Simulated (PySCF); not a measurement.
SMILES c1(-c2ccc(-c3cccs3)s2)cccs1, GFN2-xTB optimised geometry. Atoms within 1.6 Å of the plane z = 0.8 Å (x, y, z in Å): C1 (1.29, -4.76, 0.00), C2 (2.65, -4.73, 0.00), S3 (3.27, -3.13, 0.00), C4 (1.65, -2.47, 0.00), C5 (1.44, -1.06, 0.00), C6 (2.37, -0.06, 0.00), C7 (1.81, 1.23, 0.00), C8 (0.44, 1.22, 0.00), C9 (-0.45, 2.34, 0.00), C10 (-1.82, 2.34, 0.00), C11 (-2.37, 3.63, 0.00), C12 (-1.43, 4.61, 0.00), S13 (0.17, 3.97, 0.00), S14 (-0.18, -0.41, 0.00), C15 (0.72, -3.48, 0.00), H16 (0.72, -5.67, 0.00), H17 (3.34, -5.55, 0.00), H18 (3.43, -0.25, 0.00), H19 (2.39, 2.13, 0.00), H20 (-2.40, 1.43, 0.00), H21 (-3.43, 3.83, 0.00), H22 (-1.56, 5.67, 0.00), H23 (-0.34, -3.29, 0.00).

Computed with PBE/def2-SVP in PySCF.

Map of the HOMO−1 amplitude (bohr^(-3/2)) on the plane z = 0.8 Å; orbital energy -5.95 eV, overall sign arbitrary:

```
|===============================|
|===============================|
|===============================|
|===============================|
|===========+++=================|
|==========++**+================|
|==========+*%#*++==============|
|=========+*#%#*++==============|
|=========+***+=================|
|==========++=----==============|
|===========-:. .-==============|
|==========-:.. .-==============|
|==========--::::-==============|
|===============================|
|=============++*++=============|
|============+*%%#+=============|
|============+*@@#+=============|
|============++##*=--===========|
|=============+++=-:--==========|
|================-: .-==========|
|===============-:. .-==========|
|===============-..:-=++========|
|===============-::-=+*+========|
|==================+*#*+========|
|================+*##%#+========|
|================++**#*+========|
|=================+++++=========|
|===============================|
|===============================|
|===============================|
|===============================|
```
Scale: ten equal steps from -0.087 (start of ' ') to 0.107 (end of '@'), in the order ' .:-=+*#%@'; x runs from -8.00 to 8.00, y from -8.00 (bottom) to 8.00 (top).
